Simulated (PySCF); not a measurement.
Stepwise substitution at one centre (Si OCH3-C2H5). All species are isolated molecules in the gas phase. One relaxed conformer stands for each flexible species; it need not be the lowest. Strings in code marks are SMILES.

These are TPSSh-D3(BJ)/def2-TZVP // B3LYP-D3(BJ)/def2-SVP in PySCF values and carry that method's errors. Delta-SCF ions had no search for a lower state. Excitations are Tamm–Dancoff values on a coarser integration grid. The basis has no diffuse functions, so Rydberg states are missing or too high.

| species | vertical ionisation energy (Delta-SCF) (eV) | HOMO–LUMO gap (eV) | T1 excitation (TDA) (eV) |
|---|---|---|---|
| 0 of 4 OCH3 replaced by C2H5 (`CO[Si](OC)(OC)OC`) | 9.36 | 7.99 | [?] |
| 1 of 4 OCH3 replaced by C2H5 | 9.19 | 7.81 | 7.20 |
| 2 of 4 OCH3 replaced by C2H5 | 8.74 | 7.32 | [?] |
| 4 of 4 OCH3 replaced by C2H5 | [?] | 7.68 | 7.08 |

Question: Fill in the missing entries.

Answer: 
- 0 of 4 OCH3 replaced by C2H5 (`CO[Si](OC)(OC)OC`), T1 excitation (TDA) (eV): 7.31
- 2 of 4 OCH3 replaced by C2H5, T1 excitation (TDA) (eV): 6.77
- 4 of 4 OCH3 replaced by C2H5, vertical ionisation energy (Delta-SCF) (eV): 9.02
